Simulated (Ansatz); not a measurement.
Basis-set extrapolation for CH$_{5}$ClOSi, SMILES `C[SiH](O)Cl` (PBE0-D4/def2-TZVP geometry, frozen core, Ansatz). Multiplicity 1, RHF reference.

```csv
,def2-TZVPP,def2-QZVPP
HF,-864.273710,-864.301511
MP2 correlation,-0.730277,-0.791163
CCSD(T) correlation,-0.801215,not run
```

Energies in hartree. Use E(X) = E(∞) + A·exp(−7.88·√X) for Hartree–Fock and E(X) = E(∞) + B·X^(−2.97) for correlation, with X = 3 and 4, and add CCSD(T) minus MP2 of the smaller set to the MP2 limit.

Question: What is the CCSD(T) energy at the basis-set limit?

Answer: HF limit: -864.301511 + (-0.027801) × 0.13774 = -864.30534. MP2 limit: -0.791163 + (-0.060886) × 0.74074 = -0.83626. Higher-order term: -0.801215 − (-0.730277) = -0.07094. Total: -865.21254 hartree, 3.74 eV below CCSD(T)/def2-TZVPP.
